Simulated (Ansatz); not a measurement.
The inner images of a band of CH8N2Si + H2S (15 atoms, charge 0, multiplicity 1) are given out of order.

All numbers below come from RKS B3LYP/6-31G* in Ansatz.

Initial state:

```xyz
15
Properties=species:S:1:pos:R:3
Si 0.534 0.866 -0.897
N 0.344 -0.291 0.405
C -0.488 -1.490 0.283
H 1.346 1.952 -0.296
H -0.850 1.252 -1.270
N 1.304 0.445 -2.391
H -0.626 0.670 2.093
S -1.243 1.058 3.248
H 1.181 -0.468 0.956
H -1.402 -1.238 -0.266
H 0.006 -2.317 -0.249
H -0.790 -1.851 1.273
H 0.819 -0.101 -3.094
H 2.304 0.292 -2.438
H -2.440 1.219 2.643
```

Final state:

```xyz
15
Properties=species:S:1:pos:R:3
Si 0.027 2.230 -0.713
N 0.380 -1.448 0.539
C -0.600 -2.515 0.302
H 0.632 3.491 -1.211
H -1.372 2.123 -1.207
N 1.028 0.943 -1.228
H 0.008 -0.771 1.205
S -0.177 2.271 1.474
H 1.217 -1.836 0.973
H -1.500 -2.080 -0.144
H -0.189 -3.230 -0.418
H -0.902 -3.073 1.202
H 0.889 0.004 -0.833
H 1.996 1.132 -1.452
H -1.437 2.759 1.512
```

Task: Put them in order from the first end to the last, with their energies above the first end.
A.
```xyz
15
Properties=species:S:1:pos:R:3
Si 0.339 0.994 -0.511
N 0.293 -0.439 0.739
C -0.492 -1.631 0.333
H 1.270 1.984 0.049
H -1.044 1.191 -0.970
N 1.150 0.316 -1.890
H -0.176 0.102 1.561
S -1.003 1.873 2.038
H 1.243 -0.709 1.005
H -1.537 -1.329 0.227
H -0.120 -2.012 -0.621
H -0.423 -2.409 1.098
H 0.649 0.063 -2.731
H 2.132 0.477 -2.075
H -2.280 1.527 1.746
```
B.
```xyz
15
Properties=species:S:1:pos:R:3
Si 0.473 0.834 -0.597
N 0.353 -0.485 0.569
C -0.488 -1.648 0.269
H 1.291 1.873 0.068
H -0.932 1.209 -0.893
N 1.206 0.515 -2.124
H -0.493 0.631 1.881
S -1.119 1.698 2.510
H 1.235 -0.756 0.997
H -1.529 -1.323 0.160
H -0.196 -2.168 -0.656
H -0.455 -2.372 1.091
H 0.705 0.042 -2.864
H 2.208 0.421 -2.219
H -2.261 1.529 1.809
```
C.
```xyz
15
Properties=species:S:1:pos:R:3
Si 0.536 0.829 -0.740
N 0.391 -0.438 0.462
C -0.459 -1.615 0.271
H 1.393 1.846 -0.085
H -0.859 1.262 -1.005
N 1.222 0.531 -2.301
H -0.610 0.652 2.052
S -1.322 1.327 3.001
H 1.246 -0.665 0.962
H -1.441 -1.295 -0.096
H -0.054 -2.343 -0.448
H -0.621 -2.132 1.224
H 0.691 0.064 -3.026
H 2.216 0.376 -2.417
H -2.329 1.603 2.146
```
D.
```xyz
15
Properties=species:S:1:pos:R:3
Si 0.073 1.886 -0.689
N 0.196 -1.038 0.690
C -0.722 -2.111 0.311
H 0.450 3.224 -1.198
H -1.288 1.452 -1.085
N 1.232 0.838 -1.407
H -0.118 -0.550 1.526
S -0.127 2.274 1.476
H 1.118 -1.404 0.919
H -1.717 -1.684 0.150
H -0.394 -2.537 -0.643
H -0.812 -2.930 1.042
H 1.201 -0.134 -1.127
H 2.163 1.167 -1.626
H -1.252 1.546 1.662
```
E.
```xyz
15
Properties=species:S:1:pos:R:3
Si 0.150 1.303 -0.402
N 0.122 -0.581 0.740
C -0.617 -1.761 0.255
H 0.848 2.606 -0.628
H -1.187 1.159 -1.038
N 1.336 0.386 -1.363
H -0.165 -0.320 1.683
S -0.505 2.158 1.639
H 1.124 -0.780 0.779
H -1.669 -1.492 0.132
H -0.217 -2.061 -0.716
H -0.540 -2.607 0.946
H 1.018 -0.408 -1.911
H 1.945 0.955 -1.941
H -1.643 1.443 1.825
```

Result: C (+1.1 kJ/mol), B (+14.1 kJ/mol), A (+70.8 kJ/mol), E (+51.5 kJ/mol), D (-2.1 kJ/mol).

The run took 8.9 min on 2 threads of Arm Neoverse V2, with other jobs on the host, peak memory 0.24 GiB.
